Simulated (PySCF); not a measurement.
CCl₂F, SMILES F[C](Cl)Cl, multiplicity 2.

Geometry: B3LYP-D3(BJ)/def2-SVP. The isomer is the one that the SMILES or the coordinates give; other isomers of the formula were not compared.

The numbers are results of TDA-M06-2X/def2-SVPD run with PySCF 2.14.0, not measurements.

Vertical excitations. The molecule is in vacuum.

Give excitation energies, oscillator strengths and character. (An estimate is asked for; the answer gives what the named calculation found.)


| state | energy (eV) | λ (nm) | f | main pairs |
|---|---|---|---|---|
| root 1 | 4.51 | 275 | 0.003 | α HOMO→LUMO 89 % |
| root 2 | 5.36 | 231 | 0.000 | β HOMO→LUMO 94 % |
| root 3 | 5.63 | 220 | 0.000 | α HOMO→LUMO+1 23 %, α HOMO→LUMO+5 12 %, α HOMO→LUMO+9 8 %, β HOMO−1→LUMO 51 % |
| root 4 | 5.95 | 208 | 0.074 | α HOMO→LUMO+1 27 %, α HOMO→LUMO+5 13 %, α HOMO→LUMO+9 7 %, β HOMO−1→LUMO 42 % |
| root 5 | 6.24 | 199 | 0.000 | β HOMO−2→LUMO 95 % |
| root 6 | 6.61 | 188 | 0.024 | β HOMO−3→LUMO 89 % |
| root 7 | 6.76 | 183 | 0.003 | α HOMO→LUMO+2 80 % |
| root 8 | 6.94 | 179 | 0.002 | α HOMO−1→LUMO 55 %, β HOMO→LUMO+1 26 % |
| root 9 | 7.26 | 171 | 0.008 | β HOMO−4→LUMO 90 % |
| root 10 | 7.41 | 167 | 0.000 | α HOMO−2→LUMO 37 %, β HOMO−1→LUMO+1 35 % |
Unrestricted roots are not spin-pure.
